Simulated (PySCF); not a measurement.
C₅HF₆N.
Atom-mapped SMILES: `[N:1]#[C:2][CH:3]=[C:4]([C:5]([F:6])([F:7])[F:8])[C:9]([F:10])([F:11])[F:12]` (hydrogens: H13 on C3)

Method used: PBE0-D3(BJ)/def2-SVP geometry optimisation, gas phase in PySCF.

(1) List the bond lengths, angles and torsions at this level.

Answers

(1) 
| bond | length (pm) |
| --- | --- |
| N1≡C2 | 115.9 |
| C2–C3 | 142.4 |
| C3=C4 | 133.9 |
| C4–C5 | 151.9 |
| C5–F6, C5–F7, C5–F8 | 132.9 |
| C4–C9 | 151.1 |
| C9–F10, C9–F11, C9–F12 | 133.0 |
| C3–H13 | 109.4 |

Bonds in one row agree within 1 pm and their mean is given. A selection of angles:
| angle | degrees |
| --- | --- |
| N1–C2–C3 | 177.4 |
| C2–C3–C4 | 124.8 |
| C3–C4–C5 | 122.3 |
| C3–C4–C9 | 119.9 |
| C5–C4–C9 | 117.8 |
| C4–C5–F6 | 111.4 |
| C4–C5–F8 | 110.5 |
| F6–C5–F7 | 108.2 |
| C4–C9–F10 | 110.8 |
| F10–C9–F11 | 108.3 |

Torsions: C2–C3–C4–C5 0° (synperiplanar); C3–C4–C5–F6 180° (antiperiplanar); C3–C4–C9–F10 120° (anticlinal).

The C–C distances run from 1.339 Å (C3=C4, drawn double) to 1.519 Å (C4–C5, drawn single), a spread of 0.180 Å. All 6 C–F bonds measure 1.328 to 1.332 Å. Of the pairs four or more bonds apart, F12···H13 is among the closest relative to their van der Waals radii: 2.26 Å, 85 % of the sum of Bondi's values.

Point group: Cs (every atom within 0.08 Å of its image). PBE0-D3(BJ)/def2-SVP frequencies: not computed here.
